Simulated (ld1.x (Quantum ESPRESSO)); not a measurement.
# Transferability test, TM potential for chromium

```json
{
 "Element": "chromium (Cr)",
 "Generator": "ld1.x (Quantum ESPRESSO) 7.5",
 "Type": "norm-conserving Troullier–Martins (Kleinman–Bylander form)",
 "Functional": "LDA (PZ)",
 "Relativity": "scalar-relativistic",
 "Frozen core": "[Ar]",
 "Valence charge": "6",
 "Reference configuration": "3d5 4s1 4p0",
 "Partial waves": "4s (bound): rc 2.35 bohr; 4p (bound, empty): rc 4.10 bohr; 3d (bound): rc 1.80 bohr",
 "Local potential": "all-electron potential smoothed inside 2.30 bohr (lloc = -2)",
 "Core correction": "Bessel-smoothed model core inside 1.25 bohr"
}
```

Energies are relative to the spin-unpolarised reference configuration 3d5 4s1 4p0; without spin polarisation the order of configurations can differ from experiment. Spin-polarised rows fill each open shell by Hund’s rule, majority spin first. Not all tests gave a result: 1 of 9 tests not solved or not reliable.

| valence configuration | charge | ΔE all-electron (eV) | error AE − PS (meV) |
| --- | --- | --- | --- |
| 3d4 4s0 4p0 | +2 | 23.483 | -129 |
| 3d3 4s0 4p0 | +3 | 54.509 | -904 |
| 3d2 4s0 4p0 | +4 | 103.138 | -2603 |
| 3d5 4s0.5 4p0 | +0.5 | 2.818 | -3.6 |
| 3d4 4s2 4p0 | 0 | -0.058 | -135 |
| 3d5 4s1 4p0 (spin-polarised) | 0 | -4.916 | +181 |
| 3d5 4s0 4p0 (spin-polarised) | +1 | 2.685 | +165 |

Task: What are ΔE and the potential's error for 3d6 4s0 4p0?

Result: ΔE = 1.725 eV all-electron; the error (AE − PS) is -62 meV.

Levels in the configuration 3d4 4s2 4p0:

```tsv
level	all-electron (eV)	pseudo (eV)
3d	-6.221	-6.497
4s	-5.079	-5.041
```
